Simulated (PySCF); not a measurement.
**BrF₃: PBE0 against B3LYP**

Base calculation in PySCF with density fitting and no spin–orbit coupling, PBE0/def2-TZVP (no relativity): singlet, C2v, Br–F 1.722 Å, Br–F 1.809 Å (×2); F–Br–F 85.8° (×2), F–Br–F 171.6°; wavenumbers 249, 250, 363, 566, 626, 707 cm⁻¹; dipole moment 1.33 D, gap between the highest occupied and lowest empty levels 5.53 eV, polar-tensor charge of Br 1.74 e, atomisation energy (no zero-point energy) 619 kJ/mol.

What changes on going to B3LYP/def2-TZVP (no relativity)?

The point group stays the same. Changes: mean bond to Br +0.022 Å, smallest bond angle +0.5 degrees, highest wavenumber -38 cm⁻¹, lowest wavenumber -19 cm⁻¹, dipole moment +0.06 D, gap between the highest occupied and lowest empty levels -0.75 eV, polar-tensor charge of Br -0.03 e, atomisation energy (no zero-point energy) -1 kJ/mol. The new structure has Br–F 1.743 Å, Br–F 1.832 Å (×2); F–Br–F 86.3° (×2), F–Br–F 172.6°, with wavenumbers 230, 241, 342, 538, 600, 669 cm⁻¹.

Only the bonding shown was studied: isomers, or loss of a ligand pair, can lie lower.
